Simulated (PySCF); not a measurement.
## Ionising BTe

PBE0; PySCF, scalar-relativistic core potentials, basis sets B aug-cc-pVDZ, Te aug-cc-pVDZ-PP with ECP28. Neutral (UKS): doublet (σ ↑), Re = 1.959 Å, ωe = 829 cm⁻¹, De = 4.00 eV, HOMO -7.41 eV, LUMO -3.64 eV.

BTe⁻ (UKS): singlet (closed shell), Re = 2.076 Å, ωe = 668 cm⁻¹, De = 4.23 eV to B + Te⁻. The energies at the minima are -292.75130 hartree for BTe and -292.83466 for BTe⁻.

Work out the adiabatic electron affinity, without and with harmonic zero-point energies (1 hartree = 27.2114 eV, 1 eV = 8065.5 cm⁻¹), and the change of the bond length.

At PBE0: 0.08336 hartree = 2.268 eV between the minima; the zero-point term (829.0 − 668.0)/2 cm⁻¹ = +0.010 eV makes it 2.278 eV. Re changes by +11.7 pm against the neutral. The electron enters a σ orbital; the charge polarises the partner, so the anion is bound more strongly.

These are scalar-relativistic numbers at best; spin–orbit coupling would shift them, the dissociation energy most. For an ion De counts to the pair picked by the measured ionisation energies or electron affinities, which need not be the lowest pair at this level. States were picked by a PBE0 search and need not be the measured ground states.
